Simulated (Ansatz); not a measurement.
Basis-set series for F2HO2Ta, SMILES `[O]=[Ta]([OH])([F])[F]`. Charge 0, multiplicity 1. Ta takes the def2 core potential. Geometry: relaxed with PBE0-D4/def2-TZVP. It is one conformer, not always the lowest.

```
functional       basis  functions  energy (Eh)  HOMO (eV)  LUMO (eV)
   PBE0-D4    def2-SVP         93   -407.38923      -9.85      -1.10
   PBE0-D4  def2-QZVPP        339   -407.86462      -9.87      -1.09
   ωB97M-V    def2-SVP         93   -407.56607     -12.25       0.73
   ωB97M-V  def2-QZVPP        339   -408.05013     -12.28       0.20
```

**Question.** Give the rows for def2-TZVPP. (An estimate is asked.)

**Answer.** Ansatz gave: 
| functional | basis | functions | energy (Eh) | HOMO (eV) | LUMO (eV) |
| --- | --- | --- | --- | --- | --- |
| PBE0-D4 | def2-TZVPP | 194 | -407.84501 | -9.84 | -1.06 |
| ωB97M-V | def2-TZVPP | 194 | -408.03185 | -12.25 | 0.58 |

Positive LUMOs are unbound and depend on the basis.
